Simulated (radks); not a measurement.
Problem. Method: non-relativistic Kohn-Sham, LDA (Slater exchange, Perdew-Wang correlation), spin-unpolarised, spherical densities, point nucleus; computed with a radial shooting solver on a logarithmic mesh with Libxc functionals. Response by self-consistent Sternheimer equations with the Hartree and adiabatic LDA kernel. For heavy and open-shell atoms this level of theory can miss by tens of per cent. Rank V+, Sn, Ga, Cd+, Cr+, P, Br2+, Xe (NIST ground configurations) by static dipole polarisability, largest first.

Solution. Sn 63.45, Ga 62.73, P 30.54, Xe 28.79, Cd+ 23.72, V+ 20.22, Cr+ 16.47, Br2+ 8.520 bohr^3.
